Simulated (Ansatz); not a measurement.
**A geometry optimisation of BClH4OSn with r2SCAN-D4/def2-SVP**

The starting geometry of this gas-phase singlet was optimised with GFN2-xTB.

```xyz
8

B    -0.6564   -2.1318   -1.9877
Cl   -2.2039   -2.6920   -1.3786
O    -0.1406   -1.0089   -1.5976
Sn   -3.2214   -0.9572    0.3465
H    -0.1074   -2.8136   -2.7595
H    -0.6203   -0.4640   -0.9531
H    -1.5110   -0.8325    1.0308
H    -2.6891    0.3442   -0.8487
```

Problem. Predict what becomes of its bonds when it is optimised with r2SCAN-D4/def2-SVP.

Solution. It keeps its bonds.

The energy falls by 0.24 eV over 17 steps:

| step | E − E(last) (eV) |
| --- | --- |
| 1 | 0.239 |
| 3 | 0.052 |
| 5 | 0.044 |
| 6 | 0.044 |
| 8 | 0.043 |
| 10 | 0.031 |
| 12 | 0.008 |
| 13 | 0.002 |
| 15 | 0.000 |
| 17 | 0.000 |

Final geometry (Å):

```xyz
8

B    -0.6024   -2.1222   -1.9902
Cl   -2.2537   -2.7248   -1.4523
O    -0.0140   -1.1297   -1.3612
Sn   -3.1504   -0.8379    0.4367
H    -0.1390   -2.7055   -2.9286
H    -0.5205   -0.7656   -0.5777
H    -1.3670   -0.5724    0.6573
H    -3.1028    0.3022   -0.9320
```

Frequencies at the end are all real (lowest 97 cm⁻¹). Atoms past krypton carry core potentials, without spin–orbit terms. Run with Ansatz 0.2.0, 2.1 min on 1 thread of Intel(R) Xeon(R) Processor @ 2.50GHz (Skylake/Cascade Lake), with other jobs on the host.
